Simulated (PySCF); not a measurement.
# How methods differ on the excitation energy of Gd

Gd [Xe] 4f7 5d1 6s2 (9D) → Gd [Xe] 4f8 5d1 6s1 (high-spin determinant), as a difference of total energies. Computed with PySCF 2.14 in cc-pVDZ-X2C (8s7p5d3f1g, 84 functions), with the spin-free X2C one-electron Hamiltonian (Gaussian nucleus). Correlated levels: valence: [Kr] 4d10 frozen. The calculations carry no spin-orbit coupling.

```tsv
method	excitation energy (eV)
UHF	5.987
MP2 (valence)	3.859
SCS-MP2 (valence)	4.141
CCSD (valence)	4.478
CCSD(T) (valence)	4.363
```

**Question.** How much does correlation contribute at CCSD(T) (valence)?

**Answer.** 4.363 − (5.987) = -1.624 eV, measured against UHF.

A first-order spin-orbit estimate (lowest level to lowest level, LS coupling) adds -0.079 eV.

The determinant of the upper state mixes LS terms, which raises its energy above the lowest term, most at the Hartree-Fock and MP2 levels.
